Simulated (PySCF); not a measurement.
Computed with PBE-D3(BJ)/def2-TZVP // PBE-D3(BJ)/def2-SVP run with PySCF 2.14.0. All species are isolated molecules in the gas phase. One relaxed conformer stands for a flexible species; it need not be the lowest. 

Reference species: [Zn(NH2)(Br)] (neutral, multiplicity 1).

| Quantity | Result |
|---|---|
| mean distance from the central atom to its bonded neighbours | 2.040 Å |
| charge on the central atom (meta-Löwdin) | 1.10 e |
| coordination number | 2 |

Changed species: [Zn(NH2)2] (0 of 2 NH2 replaced by Br; the reference has 1 of 2 NH2 replaced by Br).

### Question
What does the change do to the mean distance from the central atom to its bonded neighbours, charge on the central atom (meta-Löwdin) and coordination number?

### Answer
the mean distance from the central atom to its bonded neighbours falls by 0.210 Å, to 1.830 Å; the charge on the central atom (meta-Löwdin) falls by 0.03 e, to 1.07 e; the coordination number is nearly the same.
